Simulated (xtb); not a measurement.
C9H5N3S2, SMILES c1cc(-c2nccs2)c2nsnc2c1. All values are semi-empirical tight-binding results from xtb (GFN2-xTB unless named), good for trends rather than for accurate numbers. Coordinates come from a GFN2-xTB optimisation. The structure was generated by enumeration, and PubChem lists no compound with its InChIKey, so it may never have been made. One conformer was computed; it need not be the lowest.

Optimised geometry:

Bonds (Å): C1–C2 1.403, C1–C14 1.370, C1–H15 1.080, C2–C3 1.382, C2–H16 1.079, C3–C4 1.438, C3–C9 1.415, C4–N5 1.296, C4–S8 1.756, N5–C6 1.344, C6–C7 1.363, C6–H17 1.075, C7–S8 1.717, C7–H18 1.071, C9–N10 1.331, C9–C13 1.439, N10–S11 1.609, S11–N12 1.604, N12–C13 1.335, C13–C14 1.404, C14–H19 1.078. Bond angles (°): C2–C1–C14 122.1, C2–C1–H15 118.4, C14–C1–H15 119.5, C1–C2–C3 122.1, C1–C2–H16 119.9, C3–C2–H16 117.9, C2–C3–C4 121.6, C2–C3–C9 117.1, C4–C3–C9 121.3, C3–C4–N5 124.4, C3–C4–S8 121.7, N5–C4–S8 113.9, C4–N5–C6 112.1, N5–C6–C7 115.3, N5–C6–H17 119.0, C7–C6–H17 125.8, C6–C7–S8 110.6, C6–C7–H18 128.5, S8–C7–H18 120.9, C4–S8–C7 88.1, C3–C9–N10 127.5, C3–C9–C13 120.3, N10–C9–C13 112.1, C9–N10–S11 108.7, N10–S11–N12 98.6, S11–N12–C13 108.9, C9–C13–N12 111.8, C9–C13–C14 120.5, N12–C13–C14 127.8, C1–C14–C13 117.8, C1–C14–H19 122.4, C13–C14–H19 119.8.
Charge 0, spin multiplicity 1.

| Quantity | Value |
|---|---|
| point group as xtb finds it | Cs |
| orbital gap | 1.91 eV |
| zero-point energy | 76.6 kcal/mol |
| G − E(el) at 298.15 K (modified RRHO) | 53.2 kcal/mol |
| static polarisability (D4 model) | 150.1 bohr³ |
| solvation energy, GFN2-xTB/ALPB(water) | -3.9 kcal/mol |
| solvation energy, GFN2-xTB/ALPB(octanol) | -8.8 kcal/mol |

### Question
Give the atomic charges and the Wiberg bond orders between heavy atoms. (An estimate is asked for; the answer gives what the named calculation found.)

### Answer
charges (e) C1 -0.03, C2 -0.03, C3 0.00, C4 0.11, N5 -0.24, C6 0.04, C7 -0.03, S8 -0.01, C9 0.07, N10 -0.26, S11 0.35, N12 -0.26, C13 0.07, C14 -0.04, H15 0.05, H16 0.07, H17 0.05, H18 0.05, H19 0.05. Bond orders C1–C2 1.33, C2–C3 1.46, C3–C4 1.12, C4–N5 1.55, N5–C6 1.30, C6–C7 1.59, C4–S8 1.12, C7–S8 1.22, C3–C9 1.20, C9–N10 1.39, N10–S11 1.42, S11–N12 1.45, C9–C13 1.16, N12–C13 1.37, C1–C14 1.55, C13–C14 1.25.
